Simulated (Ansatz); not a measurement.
The same path of C2H5NO2Si (11 atoms, charge 0, multiplicity 1) was run twice with different band settings. The coordinate that changes most is the dihedral H7–C1–Si2–O6.

These are results of Ansatz, RKS r2SCANh/def2-SVP, not measurements.

Relaxed end points:

```xyz
11
Properties=species:S:1:pos:R:3
C -0.343 -0.847 1.265
Si 0.381 0.061 -0.171
O 1.986 0.354 -0.015
N -0.150 -0.345 -1.806
C -0.747 0.790 -1.736
O -0.547 1.494 -0.581
H 0.121 -1.837 1.381
H -1.422 -0.991 1.113
H -0.203 -0.290 2.203
H 2.398 0.297 0.850
H -1.407 1.256 -2.483
```

```xyz
11
Properties=species:S:1:pos:R:3
C -0.354 -0.821 1.278
Si 0.372 0.014 -0.201
O 2.009 0.084 -0.171
N -0.337 -0.278 -1.793
C -0.765 0.925 -1.659
O -0.379 1.569 -0.516
H -0.064 -0.311 2.209
H -0.025 -1.868 1.344
H -1.451 -0.811 1.214
H 2.474 -0.053 0.658
H -1.416 1.493 -2.342
```

Common settings: climbing image yes; spring 5.0 eV/Å²; optimiser quadratic models (default); start path through a guess of the saddle point; force threshold 0.05 eV/Å; end points relaxed.

| run | movable images | iteration limit |
| --- | --- | --- |
| 1 | 9 | 35 |
| 2 | 3 | 60 |

Problem. What does each run give, and how far can it be trusted?

Solution. Run 1: converged after 16 iterations, highest image 0.043 eV above the first end. A vibrational analysis at the climbing image gives one clearly imaginary mode, 131i cm⁻¹: a first-order saddle point.
Run 2: converged after 16 iterations, highest image 0.042 eV above the first end. Another band between the same ends (9 images) ends at a top of the same energy, where a vibrational analysis finds 1 clearly imaginary mode. So few images can step over the top or miss a turn of the path.
